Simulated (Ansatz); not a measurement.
Gas-phase electronic energies from Ansatz, PBE0-D4/def2-TZVP geometries. CCSD(T)/CBS adds triple-zeta CCSD(T) − MP2 to the extrapolated MP2 energy (def2 sets, frozen cores). This one scheme is used for every species. Functionals use def2-TZVPP. For Se outer-core shells are correlated without core-valence functions, which leaves a few kJ/mol of doubt a bond. Scalar relativity is left out up to krypton. One conformer a species, not always the lowest.

`SC[SiH2][SeH]` + H₂O → `OC[SiH2][SeH]` + H₂S  (formal hydrolysis of a C–S bond)

`SC[SiH2][SeH]`:

```xyz
10

S     0.235   -1.767   -0.993
C    -0.289   -0.041   -0.883
Si   -0.431    0.502    0.910
Se    1.409   -0.015    2.145
H    -0.108   -1.964   -2.277
H    -1.283    0.083   -1.323
H     0.405    0.615   -1.414
H    -0.689    1.966    0.918
H    -1.538   -0.219    1.583
H     2.289    0.839    1.335
```

H₂O:

```xyz
3

O    -0.185    0.305    0.155
H    -0.149    0.054   -0.770
H     0.334   -0.359    0.614
```

`OC[SiH2][SeH]`:

```xyz
10

O     0.955    0.025   -1.589
C     0.507   -0.723   -0.476
Si    0.037    0.462    0.914
Se   -1.730    1.807    0.404
H     1.130   -0.575   -2.318
H     1.287   -1.399   -0.092
H    -0.366   -1.346   -0.718
H    -0.278   -0.356    2.115
H     1.159    1.390    1.197
H    -2.701    0.716    0.565
```

H₂S:

```xyz
3

S     0.547   -0.268    0.111
H    -0.660   -0.345    0.691
H     0.113    0.613   -0.802
```

(1) Is it downhill or uphill in electronic energy at CCSD(T)/CBS, and by how much? (Estimate.)

(2) What do these levels give: LDA (SPW92), BHLYP-D4, revPBE, r2SCAN, CCSD(T)/def2-SVP, HF/CBS(def2)? (An estimate is asked.)

Largest T1 diagnostic among the species: 0.010.

Results:

(1) The calculation gave: Uphill: ΔE = +59.7 kJ/mol.

(2) The calculation gave: LDA (SPW92) 49.5, BHLYP-D4 50.2, revPBE 46.7, r2SCAN 50.6, CCSD(T)/def2-SVP 33.9, HF/CBS(def2) 37.5 kJ/mol.

Leaving LDA and LC-ωPBE aside and taking each functional with its dispersion term where it has one, the values, not all of them listed here, spread over 12.0 kJ/mol, from CAM-B3LYP-D4 to PBE-QIDH. The D4 term adds +8.1 kJ/mol with B3LYP and +4.3 kJ/mol with PBE0; it sums over pairs of atoms, weighted by their polarisabilities, and B3LYP, whose exchange is more repulsive, gets the larger term.

B3LYP here is the variant with VWN-RPA as its local correlation; programs differ in this.
